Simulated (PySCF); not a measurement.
Consider 1-methoxynaphthalene, `COc1cccc2ccccc12` (C11H10O). Coordinates in Å; atoms count from 1 in this order:
```
C     3.2860   -0.7776   -0.3707
O     1.9108   -1.0291   -0.3164
C     1.0660    0.0072   -0.1492
C     1.4602    1.3242   -0.0158
C     0.4895    2.3388    0.1559
C    -0.8501    2.0441    0.1936
C    -1.2865    0.6989    0.0586
C    -2.6595    0.3446    0.0902
C    -3.0573   -0.9659   -0.0432
C    -2.0971   -1.9873   -0.2150
C    -0.7558   -1.6792   -0.2502
C    -0.3226   -0.3384   -0.1152
H     3.5465   -0.1117   -1.2122
H     3.6561   -0.3253    0.5663
H     3.7787   -1.7470   -0.5173
H     2.5151    1.5968   -0.0407
H     0.8251    3.3734    0.2599
H    -1.5936    2.8331    0.3270
H    -3.4004    1.1371    0.2237
H    -4.1197   -1.2198   -0.0163
H    -2.4218   -3.0250   -0.3207
H    -0.0034   -2.4574   -0.3827
```

Energies: ωB97X-D3(BJ)/ma-def2-SVP (PySCF, density fitting, integration grid level 2) on PBE0-D3(BJ)/def2-SVP structures. The prefix ma- adds one diffuse s and one diffuse p function on all atoms but H. ωB97X-D3(BJ) is ωB97X-V with D3(BJ) in place of VV10. Zero-point and thermal terms (298.15 K, 1 bar) come from unscaled GFN2-xTB harmonic frequencies, with soft modes damped to free rotors in the entropy. These were taken at the GFN2-xTB minima.

**Question.** What are the vertical and the adiabatic ionisation energy for forming the radical cation?

**Answer.** 7.74 eV vertical and 7.50 eV adiabatic, the latter with zero-point energy.

**Question.** Where does the unpaired spin of the relaxed radical cation sit?

**Answer.** C6 (aromatic carbon) 0.36, C8 (aromatic carbon) 0.19, C3 (aromatic carbon) 0.16, C4 (aromatic carbon) 0.15 (intrinsic atomic orbital populations).

**Question.** What oxidation potential follows in water (IEF-PCM), on the absolute scale?

**Answer.** In the gas phase ΔG of oxidation is 7.478 eV, and solvation is -21.8 kJ/mol for the parent and -195.8 kJ/mol for the product, so the absolute potential is 5.67 V. The solvent is electrostatics only, on gas-phase structures; the absolute scale refers to an electron at rest in vacuum.

**Question.** How far is −ε(HOMO) from the vertical value by ΔSCF?

**Answer.** −ε(HOMO) = 8.00 eV, which is 0.27 eV above the ΔSCF value.

Caveats: ma-def2-SVP is a small basis, whose errors can reach tens of kJ/mol.

Differences come from unrounded values, so a last digit can differ from that of the printed terms.
